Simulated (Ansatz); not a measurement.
`N[SiH](Cl)Cl` + HCl → `Cl[SiH](Cl)Cl` + NH₃ at 400 K and 1 bar (ligand exchange at the Si–N bond).

Calculated with Ansatz (gas phase, PBE0-D4/def2-TZVP geometries, no zero-point term in ΔE). CBS: MP2 limit from def2 TZ/QZ plus the TZ coupled-cluster correction, frozen cores. This one scheme is used for every species. One conformer a species, not always the lowest.

| species | CCSD(T)/CBS energy (Eh) | H − E (kJ/mol) | S (J/(mol·K)) |
| --- | --- | --- | --- |
| `N[SiH](Cl)Cl` | -1265.28357 | 128.9 | 357.1 |
| HCl | -460.38127 | 29.6 | 195.4 |
| `Cl[SiH](Cl)Cl` | -1669.16736 | 61.5 | 337.8 |
| NH₃ | -56.50880 | 104.2 | 203.1 |

H − E and S are ideal-gas, rigid-rotor, harmonic terms from PBE0-D4/def2-TZVP, for one conformer and one mirror image of each species. 1 Eh = 2625.50 kJ/mol, R = 8.31446 J/(mol·K).

Problem. By hand: ΔE, ΔH, ΔS and ΔG.

Solution. ΔE = (-1669.16736) + (-56.50880) − (-1265.28357) − (-460.38127) = -0.01132 Eh = -29.7 kJ/mol. Δ(H − E) = 61.5 + 104.2 − 128.9 − 29.6 = 7.2, so ΔH = -22.5 kJ/mol. ΔS = 337.8 + 203.1 − 357.1 − 195.4 = -11.6 J/(mol·K). ΔG = -22.5 − 400 × (-11.6)/1000 = -17.9 kJ/mol.

Problem. By hand: the equilibrium constant, and the temperature at which ΔG would vanish if ΔH and ΔS stayed fixed.

Solution. log₁₀ K = −ΔG/(RT ln 10) = 2.3. ΔG = 0 at ΔH/ΔS = 1940 K, though so small a ΔS makes that figure unsure.

The number of gas molecules stays the same, so ΔS is small and ΔH decides. A doubt of 5 kJ/mol in ΔE shifts log₁₀ K by 0.7 here. Other conformers and mirror images would add mixing entropy, several J/(mol·K) or more a flexible species. These are equilibria of isolated gas molecules and say nothing of rates. Largest T1 diagnostic: 0.009 (customary marks: 0.02 for closed shells, 0.045 for open ones).
